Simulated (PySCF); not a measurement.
Kr⁺: excitation energy

Kr⁺ [Ar] 3d10 4s2 4p5 (2P) → Kr⁺ [Ar] 3d10 4s1 4p6 (2S), as a difference of total energies. All numbers are calculated (PySCF 2.14, scalar relativity by spin-free X2C-1e, in ANO-RCC-VTZP (6s5p3d1f, 43 functions)). Correlated levels: valence: [Ar] 3d10 frozen; valence and next inner shell: [Ne] frozen. The calculations carry no spin-orbit coupling.

```csv
method,excitation energy (eV)
UHF,17.849
LDA,14.401
PBE,14.494
PBE0,15.339
r2SCAN,15.142
M06-L,15.100
LC-wPBE,15.603
B2PLYP,15.329
MP2 (valence),15.515
SCS-MP2 (valence),15.253
MP2 (valence and next inner shell),15.474
SCS-MP2 (valence and next inner shell),15.205
```

Estimate what ROHF gives.

17.827 eV, closest to UHF among the rows shown.

Estimate what B3LYP gives.

15.152 eV, closest to r2SCAN among the rows shown.

Errors of the correlated levels include the incompleteness of this basis and the frozen core.

Every method misses the reference by a wide margin, which points to the basis or the choice of state and not to the methods.

For comparison: 13.292 eV (measured; NIST levels, between the centres of gravity of the two terms).
